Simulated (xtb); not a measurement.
CHN, charge +1, doublet, geometry from GFN2-xTB (a state made from the parent by changing its charge; the spin is typed, not shown lowest). Base run: xtb 6.7.1 with GFN2-xTB.

The xtb input:
```
$ xtb mol.xyz --gfn 2 --chrg 1 --uhf 1 --json

# file mol.xyz
3

C     -0.00000000    -0.00000000    -0.72004593
N      0.00000000     0.00000000     0.40993120
H      0.00000000     0.00000000     1.45075717
```

The base run was repeated with changes; each row names its change, and settings that it needs were set with it.

```csv
change,ΔE vs base (kJ/mol),G_solv (kcal/mol),SCF cycles
base,0.00,-,11
file = coord,0.00,-,11
gbsa = toluene,-232.8,-56.20,12
alpb = benzene,-250.0,-59.98,11
alpb = dmf,-298.9,-73.68,12
```

ALPB and GBSA are two models with their own fitted parameters for each solvent, which aren't always the measured dielectric constant.
